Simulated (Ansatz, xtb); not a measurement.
**Two conformers of BF3H4NSi+**

Structure X is `FB[NH2+][SiH](F)F`, a singlet and structure Y is `FB[NH2+][SiH](F)F`, a singlet. Both are isolated ions in the gas phase, relaxed with B3LYP-D3(BJ)/def2-SVP.

X (Å):

```xyz
10

B    -0.2419    0.1179    0.9371
F    -0.1001    1.3533    0.5939
F    -1.9026   -0.6974   -2.3627
F    -2.7968   -0.2465    0.0858
N    -0.2320   -0.8810   -0.2419
Si   -1.9834   -1.2313   -0.8708
H    -0.3726   -0.2916    2.0488
H     0.3088   -0.4905   -1.0321
H     0.2267   -1.7607    0.0397
H    -2.2934   -2.6485   -0.7181
```

Y (Å):

```xyz
10

B     1.5988   -1.5335    0.1608
F     2.7986   -1.8828   -0.1660
F    -1.5790   -1.2542   -1.8790
F     0.1845   -3.1839   -1.4773
N     0.8775   -0.6760   -0.9028
Si   -0.0919   -1.7514   -2.1238
H     1.0371   -1.8121    1.1735
H     1.5626   -0.0928   -1.4102
H     0.2036   -0.0373   -0.4516
H     0.4298   -1.5628   -3.4729
```

Task: Which of the two would you expect CCSD(T)/def2-SVP + ΔMP2/def2-TZVPP electronic energies to favour?

Result: Too close to call at this level: CCSD(T)/def2-SVP + ΔMP2/def2-TZVPP gives E(Y) − E(X) = −0.006 eV.

Level by level:

```tsv
level	geometry	E(Y) − E(X) (eV)	departure from the last row (eV)	job, with rough time for the two
B3LYP-D3(BJ)/def2-SVP	B3LYP-D3(BJ)/def2-SVP	−0.006	0.000	optimisation, 2.2 min
HF/def2-SVP	B3LYP-D3(BJ)/def2-SVP	−0.014	−0.008	part of the CCSD(T) run
MP2/def2-SVP	B3LYP-D3(BJ)/def2-SVP	−0.006	0.000	part of the CCSD(T) run
CCSD(T)/def2-SVP	B3LYP-D3(BJ)/def2-SVP	−0.007	−0.001	single point
CCSD(T)/def2-SVP + ΔMP2/def2-TZVPP	B3LYP-D3(BJ)/def2-SVP	−0.006		single point, 43 s
```

The largest departure from CCSD(T)/def2-SVP + ΔMP2/def2-TZVPP is that of HF/def2-SVP, 0.008 eV. Levels run at GFN2-xTB geometries aren't shown. The last row adds to CCSD(T) the change of the MP2 difference between the two basis sets, here +0.001 eV.

With harmonic frequencies from B3LYP-D3(BJ)/def2-SVP (ideal gas, rigid rotor, one conformer each, 298.15 K, 1 atm): on the last row, ΔE + ΔZPE = −0.006 eV. A mode under 50 cm⁻¹ makes harmonic enthalpies and free energies unreliable, so none is given.

The correlated steps freeze 10 core orbitals. Programs: Ansatz 0.2.0; the last row on 2 threads of Intel(R) Xeon(R) Platinum 8375C CPU @ 2.90GHz (Ice Lake) on a shared host.
